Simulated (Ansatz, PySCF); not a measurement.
C₄H₆Si, SMILES C1=C[SiH2]C=C1.

Coordinates come from a r2SCAN-D4/def2-SVP optimisation.

Vertical ionisation energy (IE) and electron affinity (EA) in eV. Rows of orbital energies are one-electron estimates. Where ΔSCF, EOM or ADC give a negative EA the extra electron is unbound and the value depends on the basis.

| level | IE | EA |
|---|---|---|
| −ε(HOMO), −ε(LUMO), PBE0/def2-TZVP (PySCF) | 6.79 | 1.62 |
| −ε(HOMO), −ε(LUMO), PBE/def2-TZVP (PySCF) | 5.81 | 2.53 |
| ΔSCF, PBE0/def2-TZVPD (Ansatz), final states of multiplicity 2 and 2 | 8.74 | -0.13 |
| ΔSCF, PBE/def2-TZVPD (Ansatz), final states of multiplicity 2 and 2 | 8.77 | -0.08 |

Question: What vertical singlet–triplet gap does ΔSCF give with PBE0/def2-TZVPD (Ansatz, an electronic-structure program) and with PBE/def2-TZVPD (Ansatz)? (Estimate from the structure and the level; the computed values follow.)

Answer: 2.63 and 2.67 eV (triplet above singlet where positive).
